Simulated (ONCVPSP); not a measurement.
# Sb (Z = 51): one change to an ONCV potential, before and after

- Element: Sb (Z = 51)
- Generator: ONCVPSP 4.0.1
- Type: optimised norm-conserving Vanderbilt (ONCV)
- Functional: PBE
- Relativity: scalar-relativistic
- Frozen core: [Kr] 4d10
- Valence charge: 5
- Reference configuration: 5s2 5p2 (charge +1)
- Partial waves: 5s: rc 2.05 bohr, ncon 3, nbas 6, qcut 2.5 1/bohr, 1 projector; 5p: rc 1.90 bohr, ncon 5, nbas 9, qcut 5.2 1/bohr, 2 projectors, debl 1.4 Ha; d scattering state at 0.29 Ha: rc 2.25 bohr, ncon 4, nbas 7, qcut 4.8 1/bohr, 2 projectors, debl 2.1 Ha
- Local potential: polynomial inside 1.50 bohr (lpopt 5, dvloc0 0 Ha)
- Core correction: none

Change: p: rc 2.8.

Cutoffs: the cutoffs (Ha) at which the residual kinetic energy of the hardest occupied pseudo-wave falls to 1 and 0.1 mHa per electron; they do not see the model core or the augmentation charge, which bear on the density cutoff. Errors are all-electron minus pseudo energies relative to the spin-unpolarised reference configuration.

What does the change do?

The potential gets softer (20 Ha and 64 Ha → 20 Ha and 35 Ha); the bound ghosts move from p, s to s; of the 4 tests that both files solve, the error grows in 3 and shrinks in 1 by more than 15 % and 0.3 meV (median size 8.7 → 14.6 meV). A larger radius leaves more room for a smooth pseudo-wave, so fewer plane waves are needed.

```csv
quantity,base,changed
"cutoff, loose",20 Ha,20 Ha
"cutoff, tight",64 Ha,35 Ha
loose cutoff by channel,"s 20 Ha, p 14 Ha","s 20 Ha, p 7.5 Ha"
bound ghosts,"s, p",s
GHOST(+) flags under 300 eV,none,p at 79.9 eV
"error for 5s2 5p3, meV [ΔE -8.32 eV]",-0.1,+1.2
"error for 5s2 5p1, meV [ΔE 15.97 eV]",-6.1,-2.7
"error for 5s2 5p0, meV [ΔE 40.38 eV]",+13,+31
"error for 5s1 5p4, meV [ΔE -0.21 eV]",+11,+26
s: phases at 2.08 bohr within 0.05 rad from the reference energy up to (Ha; the scan ends near 5),1.7,1.7
d: phases at 2.28 bohr within 0.05 rad from the reference energy up to (Ha; the scan ends near 5),4.0,4.0
```

 A true bound ghost makes a file unfit for plane-wave use even where its test errors are small: the radial tests pick states by their node count and pass the ghost by.
